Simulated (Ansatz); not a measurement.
Reaction (formal exchange of groups at a C–B bond): `BCB(C)F` + `NBO[SiH3]` → `CB(N)O[SiH3]` + `BCBF`

Computed with Ansatz on PBE0-D4/def2-TZVP structures; ΔE is electronic, products minus reactants. CCSD(T)/CBS is the MP2 limit (def2-TZVPP, def2-QZVPP) plus CCSD(T) − MP2 in def2-TZVPP, frozen cores. DFT in def2-TZVPP. One conformer a species, not always the lowest.

| level | ΔE (kJ/mol) |
| --- | --- |
| B2PLYP | 12.9 |
| CCSD/def2-TZVPP | 10.8 |

Task: What does CCSD(T)/CBS give? (Best estimate.)

Result: Computed: +10.3 kJ/mol. The listed levels differ from it by 2.6, 0.5 kJ/mol.

Largest T1 diagnostic among the species: 0.013.
